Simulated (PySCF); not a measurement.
Excitations are Tamm–Dancoff values on a coarser integration grid. The basis has no diffuse functions, so Rydberg states are missing or too high.

Cartesian coordinates (Å):
```xyz
10

C      1.2689     0.1943     0.4856
C      0.0058     0.2707     0.0884
C     -0.8484    -0.8832    -0.3036
O     -0.6857     1.4398    -0.0136
H      1.7671    -0.7600     0.5477
H      1.8353     1.0760     0.7574
H     -0.3005    -1.8183    -0.2232
H     -1.1961    -0.7593    -1.3302
H     -1.7309    -0.9294     0.3361
H     -0.1185     2.1746     0.2430
```
Charge 0, spin multiplicity 1.

Question: Predict the S1–T1 gap (TDA), total energy and S1 oscillator strength from CAM-B3LYP-D3(BJ)/def2-TZVP (PySCF 2.14.0).

Answer: 
The S1–T1 gap (TDA) is 1.84 eV and the total energy is -193.1229 Ha. The S1 oscillator strength is 0.001.
